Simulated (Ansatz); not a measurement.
```yaml
crystal:
  periodic: [false, false, false]
  atoms:
    - {symbol: N, position_ang: [1.925378, -1.092185, 1.077400]}
    - {symbol: C, position_ang: [1.030126, -0.609278, 0.539955]}
    - {symbol: Si, position_ang: [-0.394400, 0.176655, -0.290268]}
    - {symbol: F, position_ang: [-1.487869, -0.920276, -0.527742]}
    - {symbol: F, position_ang: [0.087632, 0.719228, -1.679004]}
    - {symbol: Cl, position_ang: [-1.118867, 1.661857, 0.833359]}
basis:
  gaussian: {orbitals: def2-SVPD}
hamiltonian: {xc: {name: HF}}
correlation: {method: ccsd, diis_vectors: 4}
accuracy: high
scf: {max_iter: 3}
```

```sh
$ ansatz run in.yaml --threads 4 --pin off --events-out ev --progress --plain --max-ram 10444MiB
```

Shortened log:

```
Error: invalid value for `basis.gaussian`: such a run doesn't read scf.max_iter; remove what it names
```

Q: Something in this input is off. What?

A: The input holds a key that doesn't belong there. The input was rejected before any iteration.
